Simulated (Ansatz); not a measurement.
SnH3(NEt2) (C4H13NSn), relaxed as a singlet with RKS PBE0-D4/def2-SVP in Ansatz, starting from the GFN2-xTB geometry. Force threshold 0.02 eV/Å.

In the def2 sets Sn takes a core potential; there is no spin–orbit coupling.

Start:

```xyz
19

Sn   -2.146   -0.303    0.803
H    -2.122   -1.512    1.937
H    -2.673    1.139    1.428
H    -3.185   -0.748   -0.450
N    -0.209    0.031    0.380
C     0.661   -1.094    0.130
C     0.436   -1.785   -1.211
C     0.180    1.252   -0.294
C     1.273    1.988    0.473
H     0.513   -1.822    0.933
H     1.695   -0.744    0.189
H    -0.573   -2.195   -1.254
H     0.557   -1.083   -2.033
H     1.147   -2.596   -1.339
H     0.518    1.047   -1.316
H    -0.689    1.911   -0.366
H     0.928    2.206    1.480
H     2.174    1.386    0.541
H     1.514    2.921   -0.030
```

```json
{"step": "1", "energy (eV)": "-11669.6743", "largest force component (eV/Å)": "0.877", "SCF passes": "16"}
{"step": "2", "energy (eV)": "-11669.7886", "largest force component (eV/Å)": "0.299", "SCF passes": "20"}
{"step": "3", "energy (eV)": "-11669.8068", "largest force component (eV/Å)": "0.104", "SCF passes": "20"}
{"step": "4", "energy (eV)": "-11669.8079", "largest force component (eV/Å)": "0.051", "SCF passes": "13"}
{"step": "5", "energy (eV)": "-11669.8082", "largest force component (eV/Å)": "0.011", "SCF passes": "13"}
```

Force components are those of the run's own axes.

End:

```xyz
19

Sn   -2.178   -0.294    0.850
H    -2.161   -1.557    2.008
H    -2.741    1.191    1.491
H    -3.160   -0.750   -0.492
N    -0.225    0.028    0.356
C     0.642   -1.107    0.126
C     0.466   -1.802   -1.221
C     0.165    1.269   -0.282
C     1.281    1.998    0.456
H     0.491   -1.844    0.935
H     1.695   -0.782    0.230
H    -0.548   -2.224   -1.322
H     0.617   -1.102   -2.059
H     1.185   -2.628   -1.343
H     0.468    1.107   -1.338
H    -0.710    1.940   -0.339
H     0.968    2.242    1.482
H     2.191    1.381    0.523
H     1.553    2.933   -0.060
```

By distances, no bond broke or formed. The bond that changes most is Sn1–H3, from 1.66 to 1.71 Å (atoms count from 1).

No frequencies were taken in this run, so the end may be a saddle point.

Run time 19 s (4 threads of Arm Neoverse V1 on a shared host).
